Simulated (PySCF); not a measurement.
SMILES Cl[SiH](Cl)[SeH] (H2Cl2SeSi) (CAM-B3LYP/def2-SVP optimised geometry):

```
6

Si    -0.778    -0.602     0.000
Cl    -1.330    -1.578    -1.720
Cl    -1.551     1.304     0.000
Se     1.486    -0.602     0.000
H     -1.356    -1.304     1.162
H      1.551     0.146     1.265
```

Computed with CAM-B3LYP/def2-TZVP run with PySCF.

Question: What are the frontier orbital energies and the dipole moment?

Answer: HOMO-2 -10.83 eV, HOMO-1 -10.24 eV, HOMO -8.89 eV, LUMO 0.49 eV, LUMO+1 0.94 eV; dipole moment 1.40 D.

On the same geometry PBE/def2-TZVP (PySCF) gives HOMO-2 -8.06 eV, HOMO-1 -7.68 eV, HOMO -6.43 eV, LUMO -1.47 eV, LUMO+1 -1.09 eV; dipole moment 1.26 D.

Meta-Löwdin charges at CAM-B3LYP/def2-TZVP: Si1 0.78, Cl2 -0.28, Cl3 -0.29, Se4 -0.19, H5 -0.09, H6 0.07.
